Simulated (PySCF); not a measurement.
**Molecular orbitals of CaIn⁺**

PBE at R = 3.654 Å; PySCF, scalar-relativistic core potentials, basis sets Ca def2-SVPD, In def2-SVPD with ECP28. State: ¹Σ⁺ (singlet), closed shell. Only the outer orbitals are listed, counted within each symmetry, core potentials removing the inner ones.

| orbital | occ. | ε (eV) | on Ca (%) | main shells (%) |
| --- | --- | --- | --- | --- |
| 1δ | 2 | -23.24 | 0 | 100 In d |
| 1δ | 2 | -23.24 | 0 | 100 In d |
| 4π | 2 | -23.08 | 0 | 100 In d |
| 4π | 2 | -23.08 | 0 | 100 In d |
| 8σ | 2 | -23.03 | 0 | 100 In d |
| 9σ | 2 | -12.80 | 7 | 93 In s |
| 10σ | 2 | -8.18 | 73 | 70 Ca s, 24 In p |
| 5π | 0 | -6.94 | 36 | 63 In p, 30 Ca d |
| 5π | 0 | -6.94 | 36 | 63 In p, 30 Ca d |
| 11σ | 0 | -6.81 | 74 | 41 Ca d, 26 In p, 24 Ca s |

Q: Which are the highest filled and the lowest empty level, where do they sit, and how wide is the gap?

A: Highest filled 10σ at -8.18 eV (in %: 70 Ca s, 24 In p); lowest empty 5π at -6.94 eV (in %: 63 In p, 30 Ca d); the gap at PBE is 1.24 eV.

* bond order (Mayer): 0.79
* ⟨S²⟩: 0.000
* charge on Ca (Mulliken, basis-dependent): 0.40
* charge on Ca (Löwdin, basis-dependent): 0.68
* dipole moment (positive dipole points towards In; it is taken about the centre of mass and depends on that origin): -6.73 D
* polarisability along the bond: 262.0 bohr³
* polarisability across the bond: 105.4 bohr³

Closed-shell solutions of metal pairs were not tested for spin polarisation, which can lower them a little. Spin–orbit coupling is left out.
